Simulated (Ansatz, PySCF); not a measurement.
Species: SiH2Br2, charge 0, singlet. SiH2Br2 (dibromosilane, SMILES Br[SiH2]Br).
B3LYP-D3(BJ)/def2-TZVP minimum from Ansatz (a program for electronic structure):
```
Si
H 1 1.4707
H 1 1.4707 2 112.63
Br 1 2.2217 2 108.35 3 119.84
Br 1 2.2217 2 108.35 3 -119.84
```
Charge 0, spin multiplicity 1.

Atomisation energy term by term, kcal/mol (programs: Ansatz). UHF or UKS for unpaired electrons; spin-orbit terms are left out. Correlated methods leave the cores frozen (noble-gas shells, and filled d and f shells in the p block). No relativity. CBS(X,Y): correlation extrapolated as X^-3, Hartree-Fock from the larger set. A bracket is a step between two methods taken in the basis named. Where a partner has so few electrons that a lower coupled-cluster level is exact, that level stands in. Spin-orbit terms, left out, reach several kcal/mol for Br and I, and more for heavier atoms.

```tsv
term	basis	kcal/mol
Hartree-Fock	def2-QZVPP	246.32
CCSD correlation	CBS(def2-TZVPP,def2-QZVPP)	75.97
(T)	CBS(def2-TZVPP,def2-QZVPP)	5.77
CCSDT(Q) - CCSD(T)	def2-SVP	0.26
minus zero-point energy	harmonic, PySCF's Hessian at B3LYP-D3(BJ)/def2-TZVP	-12.22
sum: D0		316.1
```
